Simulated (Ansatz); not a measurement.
Ideal-gas functions of CH₅AlBF (`C[B](F)[AlH2]`) at 800 K and 1 bar, from an Ansatz frequency run at PBE0-D4/def2-TZVP.

Molar mass 73.84 g/mol, point group C1 (symmetry number 1), electronic degeneracy 1, moments of inertia 59.523, 152.406, 201.408 u Å². Harmonic wavenumbers (cm⁻¹, unscaled): 37, 83, 147, 257, 307, 479, 488, 563, 779, 799, 831, 1061, 1245, 1319, 1436, 1448, 1893, 1897, 3022, 3090, 3124.

Use S(trans) = R[1.5 ln M + 2.5 ln T − 1.1517]; rotational temperatures θ = 24.2544 K / I; S(rot) = R[ln(√π/σ · √(T³/θAθBθC)) + 1.5]; for each mode x = 1.438777 ν̃/T, S = R[x/(eˣ − 1) − ln(1 − e⁻ˣ)] and H = RT x/(eˣ − 1); 1 cm⁻¹ = 0.0119627 kJ/mol; R = 8.31446 J/(mol·K).

**Question.** By hand: the entropy, in J/(mol·K).

**Answer.** Translation 183.0. Rotation: θ = 0.4075, 0.1591, 0.1204 K, giving 120.8. Vibration, mode by mode: 30.85, 24.14, 19.40, 14.80, 13.36, 9.81, 9.66, 8.56, 6.16, 5.98, 5.71, 4.10, 3.16, 2.84, 2.41, 2.37, 1.25, 1.25, 0.23, 0.21, 0.20, in all 166.4. Electronic 0.0. Sum 470.2 J/(mol·K).

**Question.** By hand: H − E and G − E in kJ/mol, counted from the electronic energy.

**Answer.** Zero-point energy ½ × 24305 × 0.0119627 = 145.4; thermal vibration 60.1; translation, rotation and pV give 4 RT = 26.6. H − E = 232.1 kJ/mol, and G − E = 232.1 − 800 × 470.2/1000 = -144.1 kJ/mol.

Vibration gives 35 % of the entropy, 74.4 J/(mol·K) of it from the modes under 150 cm⁻¹: soft modes count most, and the harmonic formula is weakest for them. The sum counts one conformer and one mirror image; others add a mixing term.
